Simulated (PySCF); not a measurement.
C2H9NSn, SMILES C[CH2][SnH2][NH2]. Geometry optimised at r2SCAN-D4/def2-SVP. The structure was generated by enumeration; whether it is a known compound was not checked. The def2 effective core potentials stand for the cores of Sn; spin–orbit coupling is left out. Other conformers were not sampled.

Computed equilibrium geometry at r2SCAN-D4/def2-SVP (PySCF confirms it by a frequency run) as bond lengths and angles (one conformer of several):
Atoms: Sn1 N2 C3 C4 H5 H6 H7 H8 H9 H10 H11 H12 H13. Bonds (Å): Sn1–N2 2.064, Sn1–C3 2.165, Sn1–H5 1.718, Sn1–H6 1.731, N2–H7 1.022, N2–H8 1.021, C3–C4 1.527, C3–H9 1.103, C3–H10 1.103, C4–H11 1.103, C4–H12 1.104, C4–H13 1.102. Angles (°): N2–Sn1–C3 103.4, N2–Sn1–H5 105.2, N2–Sn1–H6 113.0, C3–Sn1–H5 113.7, C3–Sn1–H6 111.3, H5–Sn1–H6 110.0, Sn1–N2–H7 111.8, Sn1–N2–H8 111.7, H7–N2–H8 105.8, Sn1–C3–C4 111.7, Sn1–C3–H9 106.4, Sn1–C3–H10 108.7, C4–C3–H9 111.0, C4–C3–H10 111.7, H9–C3–H10 107.0, C3–C4–H11 111.9, C3–C4–H12 111.6, C3–C4–H13 111.2, H11–C4–H12 107.0, H11–C4–H13 107.5, H12–C4–H13 107.4.
